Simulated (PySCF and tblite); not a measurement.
Results of a calculation; reference values are marked as such.
C₁₀H₈F₂O₂, numbered as in [CH3:1][O:2][c:3]1[cH:4][cH:5][c:6]2[o:7][c:8]([CH:9]([F:10])[F:11])[cH:12][c:13]2[cH:14]1.

Free energies: PBE0-D3(BJ)/def2-SVP on GFN2-xTB structures plus GFN2-xTB thermal terms, symmetry and mirror images included. Conformers within 2.5 kcal/mol (GFN2-xTB free energy) were kept, 3 at most. Programs: PySCF with density fitting and tblite.

Rotational constants are equilibrium values for the commonest isotopes; dipoles come from the energy level named.

Torsions listed: C1–O2–C3–C4, O7–C8–C9–F10.

| conformer | shape | symmetry |
| --- | --- | --- |
| 1 | 180°, 121° | Cs |
| 2 | 180°, -61° | Cs |
| 3 | 0°, 121° | Cs |

Give the rotational constants and dipole components, as needed to look for these species in a jet-cooled rotational spectrum.


| conformer | A (MHz) | B (MHz) | C (MHz) | abs μa (D) | abs μb (D) | abs μc (D) | κ | Ic−Ia−Ib (u Å²) |
| --- | --- | --- | --- | --- | --- | --- | --- | --- |
| 1 | 1957 | 317 | 287 | 2.21 | 0.49 | 0.00 | -0.96 | -92.1 |
| 2 | 2210 | 311 | 287 | 2.65 | 2.89 | 0.06 | -0.97 | -92.4 |
| 3 | 2464 | 297 | 278 | 3.05 | 1.53 | 0.00 | -0.98 | -92.0 |

Which type of transition is strongest for conformer 1?

a-type, since that component is clearly the largest; the top is near-prolate.


Conformer gaps in def2-SVP on xTB geometries can be 2 kcal/mol too large for S=O, P=O and other polar bonds.